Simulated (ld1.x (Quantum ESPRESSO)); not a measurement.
## Configuration tests for oxygen (O) (TM)

ld1.x (Quantum ESPRESSO) 7.5 input, shortened:

```
&input
   title='O', zed=8., rel=2, dft='WC', iswitch=3,
   config='[He] 2s1 2p5 3d-2', rel_dist='average'
 /
 &inputp
   pseudotype=2, tm=.true., lloc=0,
   nlcc=.true., rcore=0.80
 /
3
2P  2  1   5.00   0.00  2.05  2.05  0.0
3D  3  2  -2.00   0.30  2.20  2.20  0.0
2S  1  0   1.00   0.00  0.95  0.95  0.0
 &test
   configts(1)='2s1 2p5'
 /
```

Open shells are filled in proportion to 2j + 1 (rel_dist='average').

Energies are relative to the spin-unpolarised reference configuration 2s1 2p5; without spin polarisation the order of configurations can differ from experiment.

| valence configuration | charge | ΔE all-electron (eV) | error AE − PS (meV) |
| --- | --- | --- | --- |
| 2s2 2p3 | +1 | 1.565 | +270 |
| 2s2 2p2 | +2 | 35.136 | +1177 |
| 2s1 2p4 | +1 | 16.685 | +45 |
| 2s2 2p0 | +4 | 165.795 | +8209 |
| 2s2 2p3.5 | +0.5 | -8.570 | +88 |

(1) What are ΔE and the potential's error for 2s2 2p4.3?

(2) What are ΔE and the potential's error for 2s2 2p4?

Levels in the configuration 2s2 2p3:

| level | all-electron (eV) | pseudo (eV) |
| --- | --- | --- |
| 2s j=1/2 | -39.536 | -39.273 |
| 2p j=1/2 | -24.461 | -23.967 |
| 2p j=3/2 | -24.417 | -23.925 |

Results:

(1) ΔE = -16.956 eV all-electron; the error (AE − PS) is -34 meV.

(2) ΔE = -14.844 eV all-electron; the error (AE − PS) is -4.5 meV.
